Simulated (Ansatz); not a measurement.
`[F][GeH]([Cl])[Br]` + H–F → `[F][GeH]([F])[Cl]` + HBr at 700 K and 1 bar (ligand exchange at a Ge–Br bond).

Program: Ansatz. Geometries: PBE0-D4/def2-TZVP. ΔE: electronic, gas phase. CCSD(T)/CBS adds triple-zeta CCSD(T) − MP2 to the extrapolated MP2 energy (def2 sets, frozen cores). This one scheme is used for every species. For Br, Ge outer-core shells are correlated without core-valence functions, which leaves a few kJ/mol of doubt a bond. Scalar relativity is left out up to krypton.

| species | CCSD(T)/CBS energy (Eh) | H − E (kJ/mol) | S (J/(mol·K)) |
| --- | --- | --- | --- |
| `[F][GeH]([Cl])[Br]` | -5209.72032 | 87.2 | 414.8 |
| H–F | -100.39570 | 45.2 | 198.5 |
| `[F][GeH]([F])[Cl]` | -2736.19042 | 88.4 | 388.8 |
| HBr | -2573.91920 | 36.5 | 223.7 |

H − E and S are ideal-gas, rigid-rotor, harmonic terms from PBE0-D4/def2-TZVP, for one conformer and one mirror image of each species. 1 Eh = 2625.50 kJ/mol, R = 8.31446 J/(mol·K).

Problem. By hand: ΔE, ΔH, ΔS and ΔG.

Solution. ΔE = (-2736.19042) + (-2573.91920) − (-5209.72032) − (-100.39570) = 0.00640 Eh = 16.8 kJ/mol. Δ(H − E) = 88.4 + 36.5 − 87.2 − 45.2 = -7.5, so ΔH = 9.3 kJ/mol. ΔS = 388.8 + 223.7 − 414.8 − 198.5 = -0.8 J/(mol·K). ΔG = 9.3 − 700 × (-0.8)/1000 = 9.9 kJ/mol.

Problem. By hand: the equilibrium constant, and the temperature at which ΔG would vanish if ΔH and ΔS stayed fixed.

Solution. log₁₀ K = −ΔG/(RT ln 10) = -0.7. ΔH and −TΔS have one sign here, so there is no such temperature. One of them is within its doubt of zero, so this could turn.

The number of gas molecules stays the same, so ΔS is small and ΔH decides. A doubt of 5 kJ/mol in ΔE shifts log₁₀ K by 0.4 here. Other conformers and mirror images would add mixing entropy, several J/(mol·K) or more a flexible species. These are equilibria of isolated gas molecules and say nothing of rates. Largest T1 diagnostic: 0.012 (customary marks: 0.02 for closed shells, 0.045 for open ones).
